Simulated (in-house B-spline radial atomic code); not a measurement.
Values are calculated unless marked as measured or tabulated.
## Stopping and range of 80 keV Ar in Si

The pair potential comes from two frozen, spherical free-atom densities (PBE, B-spline radial code, scalar-relativistic past argon): electrostatics plus the change in Thomas-Fermi kinetic and Dirac exchange energy where they overlap, the recipe behind the universal ZBL potential, which averages such potentials (from solid-state densities) over many pairs. It is written V = (Z1 Z2 e²/r) φ(r/a), with e² = 14.3996 eV·Å and a = 0.46850 Å/(Z1^0.23 + Z2^0.23); ZBL's fit is φ = 0.18175 e^(−3.1998x) + 0.50986 e^(−0.94229x) + 0.28022 e^(−0.4029x) + 0.02817 e^(−0.20162x). Where φ falls below 4e-4 it is continued as an exponential.

The target is taken as amorphous, with density 2.329 g/cm³ (NSM archive of the Ioffe Institute); channelling is ignored. Masses: Ar 39.95, Si 28.09 u. Nuclear stopping is S_n = 4π a Z1 Z2 e² M1/(M1 + M2) × s_n(ε), with s_n integrated over impact parameters for each pair. Electronic stopping is Lindhard and Scharff's S_e = Z1^(1/6) 8π e² a0 Z1 Z2/(Z1^(2/3) + Z2^(2/3))^(3/2) × v/v0, with a0 = 0.529177 Å and v = v0 at 24.801 keV/u; it misses the oscillations with Z1 seen in experiment, which reach tens of per cent. Compounds add by atom fraction.

| target atom | a (Å) | ε at this energy | s_n, this pair | s_n, ZBL potential |
| --- | --- | --- | --- | --- |
| Si | 0.12398 | 1.128 | 0.3278 | 0.3038 |

(1) What are the atom density and the stopping powers at entry?

Along the track:

```tsv
E (keV)	N S_n (eV/nm)	N S_e (eV/nm)
4	511	54.9
12	613	95.1
24	629	135
40	611	174
60	577	213
80	543	246
```

(2) Estimate the path length and the projected range.

Results:

(1) N = 2.329 × 0.602214/28.09 = 0.04993 atoms/Å³. For Si: S_n = 3319 × 0.3278 = 1088 eV·Å², S_e = 1.7389 × √80000 = 491.8 eV·Å². Averaged over the target's atoms and times N × 10 Å/nm, the ion loses N S_n = 543 eV/nm to recoils and N S_e = 246 eV/nm to electrons; the nuclear share is 69 %.

(2) With continuous slowing down the path is the integral of dE/(N (S_n + S_e)). Trapezoids over the table give 100 nm, and the stretch below the first row, with stopping taken as √E, adds 2E/(N S) = 14 nm: 115 nm in all, against 111 nm on a fine grid from 5 eV. Deflections shorten the depth: to first order in the energy passed on, N (S_n + S_e) dR_p/dE = 1 − N S_n (M2/M1) R_p/(2E), summed over the target's atoms, and integrating this on the fine grid gives R_p = 83.1 nm, 0.75 of the path. Lindhard's rule of thumb R/(1 + M2/3M1), with mean M2/M1 = 0.70, gives 89.9 nm. On the ZBL potential the same equation gives 88.8 nm, and the full integral equation, which keeps hard collisions, 93.9 nm.
